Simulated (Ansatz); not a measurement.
This geometry of a periodic cell of 33 atoms, Al₃₂O (host Al, host structure fcc, interstitial O) is a first-order saddle point.

Theory: Ansatz 0.2.0, DFT PBEsol, scalar-relativistic, plane waves, PAW. Settings: PAW set soft_1, cutoff 420 eV, k mesh 2x2x2, fermi-dirac smearing 0.15 eV, no spin polarisation.

```xyz
33
Lattice="8.1000 0.0000 0.0000 0.0000 8.1000 0.0000 0.0000 0.0000 8.1000" Properties=species:S:1:pos:R:3
Al 4.030 0.000 0.006
Al 6.069 1.929 -0.017
Al 6.100 0.000 2.019
Al 0.028 0.000 0.003
Al 2.044 2.152 0.018
Al 4.221 4.050 0.057
Al 6.069 6.172 -0.017
Al 2.030 0.000 2.005
Al 4.055 2.006 2.030
Al 6.040 4.050 2.107
Al 4.044 0.000 4.075
Al 6.040 2.002 4.015
Al 5.977 0.000 6.059
Al -0.322 4.050 0.036
Al 2.044 5.949 0.018
Al 0.017 2.051 2.023
Al 2.082 4.050 2.197
Al 4.055 6.095 2.030
Al -0.016 0.000 3.952
Al 2.008 1.928 4.045
Al 4.132 4.050 4.015
Al 6.040 6.099 4.015
Al 2.028 0.000 6.104
Al 4.047 2.051 6.092
Al 6.073 4.050 6.015
Al 0.017 6.050 2.023
Al -0.061 4.050 4.048
Al 2.008 6.173 4.045
Al -0.100 1.885 5.975
Al 2.061 4.050 5.752
Al 4.047 6.050 6.092
Al -0.100 6.216 5.975
O 1.381 4.051 7.456
```

Which two structures does it join? (They come from a converged band through this point; their orientation in space is the band's.)

Contacts lost: Al15–O33, Al32–O33. Contacts made: Al5–O33, Al29–O33. The atom that moves furthest is O33, by 2.02 Å; four of its nearest neighbours are Al30 1.90, Al32 1.90, Al14 1.90, Al15 1.90 Å at the first end and Al14 1.90, Al5 1.90, Al30 1.90, Al29 1.90 Å at the last.

Initial state:

```xyz
33
Lattice="8.1000 0.0000 0.0000 0.0000 8.1000 0.0000 0.0000 0.0000 8.1000" Properties=species:S:1:pos:R:3
Al 4.086 0.036 -0.001
Al 6.039 1.988 -0.001
Al 6.067 0.007 2.032
Al -0.011 0.027 0.010
Al 2.036 1.997 0.010
Al 4.077 4.039 0.010
Al 6.048 6.085 0.010
Al 2.024 0.036 2.061
Al 4.058 2.017 2.032
Al 6.038 4.050 2.061
Al 4.058 0.007 4.042
Al 6.067 2.017 4.042
Al 6.038 0.036 6.075
Al -0.086 3.964 0.085
Al 2.110 6.160 0.085
Al 0.001 1.988 2.061
Al 2.036 4.039 2.052
Al 4.086 6.074 2.061
Al 0.001 0.036 4.013
Al 2.024 1.988 4.013
Al 4.086 4.051 4.013
Al 6.039 6.074 4.013
Al 2.036 0.027 6.064
Al 4.086 1.988 6.075
Al 6.048 4.039 6.064
Al -0.011 6.085 2.052
Al -0.011 4.039 4.022
Al 2.036 6.085 4.022
Al -0.011 1.997 6.064
Al 2.111 3.964 5.989
Al 4.077 6.085 6.064
Al -0.086 6.161 5.989
O 1.012 5.062 7.086
```

Final state:

Only the atoms that move by more than 0.05 Å are listed.
```
Al1 4.085 -0.035 -0.001
Al4 -0.012 -0.026 0.010
Al5 2.109 1.941 0.084
Al8 2.023 -0.035 2.061
Al13 6.037 -0.035 6.075
Al14 -0.087 4.137 0.086
Al15 2.034 6.104 0.010
Al19 0.000 -0.035 4.013
Al23 2.035 -0.026 6.064
Al29 -0.086 1.940 5.989
Al30 2.110 4.136 5.989
Al32 -0.012 6.104 6.064
O33 1.010 3.040 7.087
```

How far does it lie above each of them?

0.99 eV above the first and 0.99 eV above the second. This is the barrier of this one path; another mechanism may lie lower. Limits of this set-up: coarse k mesh, PAW files made for another functional, a small cell, in which the defect meets its images.

Run time: 13 min on 2 threads of Arm Neoverse V2 (shared host), peak memory 2.2 GiB.
